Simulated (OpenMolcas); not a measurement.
## How basis sets differ on CH3BFN (SMILES BN=CF)

CH3BFN has 7 atoms, charge 0, and is taken as a singlet. As SMILES, `BN=CF`. The coordinates come from a PBE0-D4/def2-TZVP relaxation.

Quantity: the dipole moment, in D. The values are calculated.

| level | kind | program | value (D) | CPU time |
| --- | --- | --- | --- | --- |
| HF/ANO-RCC-MB (DKH2) | Hartree–Fock | OpenMolcas | 1.68 | 3.9 s |
| HF/STO-3G | Hartree–Fock | OpenMolcas | 1.33 | 2 s |
| HF/3-21G | Hartree–Fock | OpenMolcas | 1.87 | 2.2 s |
| HF/aug-cc-pVDZ | Hartree–Fock | OpenMolcas | 1.66 | 22 s |

The values span 1.33 to 1.87 D. Magnitudes only. Sets without polarisation functions give poor dipoles. Times are those of the runs behind each value, whatever else they computed, on shared processors of several kinds: orders of magnitude only.
